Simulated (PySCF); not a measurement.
Isomers of C4H9NOSi side by side.

PySCF, CAM-B3LYP/def2-SVPD, density fitting, gas phase; each molecule at its own GFN2-xTB geometry, one conformer. Singlet excitations by full TDDFT with frozen cores and triplets by Tamm–Dancoff TDDFT. 

Torsions of the conformers computed, which needn't be the lowest (atom-mapped SMILES):
- `[CH2:1]=[N:2][SiH2:3][C:4](=[CH2:5])[O:6][CH3:7]`: C1–N2–Si3–C4 117°, N2–Si3–C4–C5 58°, Si3–C4–O6–C7 180°
- `[CH2:1]=[C:2]([CH3:3])[SiH2:4][NH:5][CH:6]=[O:7]`: C1–C2–Si4–N5 13°, C2–Si4–N5–C6 -178°, Si4–N5–C6–O7 0°
- `[NH2:1][C:2](=[O:3])[CH2:4]/[CH:5]=[CH:6]\[SiH3:7]`: N1–C2–C4–C5 62°, C2–C4–C5–C6 -110°, H–N1–C2–O3 2°, H–N1–C2–O3 177°
- `[CH2:1]=[C:2]([SiH3:3])[CH2:4][NH:5][CH:6]=[O:7]`: C1–C2–C4–N5 122°, C2–C4–N5–C6 103°, C4–N5–C6–O7 3°
- `[CH3:1][NH:2][Si@@H:3]1[CH:4]=[CH:5][CH2:6][O:7]1`: C1–N2–Si3–C4 -87°

Reference: `C=N[SiH2]C(=C)OC`, with HOMO energy -8.07 eV, LUMO energy 0.34 eV, lowest singlet excitation 4.02 eV, lowest triplet excitation 3.41 eV, mean polarisability 87.6 au and dipole moment 1.30 D.

Changes against it:

```
        molecule  Δ electronic energy (kcal/mol)  Δ HOMO energy (eV)  Δ LUMO energy (eV)  Δ lowest singlet excitation (eV)  Δ lowest triplet excitation (eV)  Δ mean polarisability (au)  Δ dipole moment (D)
C=C([SiH3])CNC=O                           -22.3               -0.91               +0.30                             +1.75                             +0.94                        -1.3                +2.56
CN[Si@@H]1C=CCO1                           -57.7               -0.06               +0.63                             +1.94                             +1.02                        -7.8                +0.42
```

Rows whose labels were lost:

```
row  Δ electronic energy (kcal/mol)  Δ HOMO energy (eV)  Δ LUMO energy (eV)  Δ lowest singlet excitation (eV)  Δ lowest triplet excitation (eV)  Δ mean polarisability (au)  Δ dipole moment (D)
  P                           -30.9               -0.67               -0.15                             +1.51                             +0.70                        -1.0                +2.19
  Q                           -43.2               -1.03               +0.42                             +1.69                             +0.87                        -3.4                +2.43
```

Problem. Which row belongs to which of `C=C(C)[SiH2]NC=O` and `NC(=O)C/C=C\[SiH3]`?

Solution. P = `NC(=O)C/C=C\[SiH3]` and Q = `C=C(C)[SiH2]NC=O`. P and Q are told apart most clearly by the electronic energy (-30.9 against -43.2 kcal/mol).

Problem. Which row has the smallest HOMO–LUMO gap and which the largest, and does the HOMO or the LUMO shift more there?

Solution. Smallest, counted from the reference: P, +0.52 eV (HOMO -0.67, LUMO -0.15), the larger shift being that of the HOMO. Largest: Q, +1.45 eV (HOMO -1.03, LUMO +0.42), the larger shift being that of the HOMO. The gap of the reference itself lies below all of them.
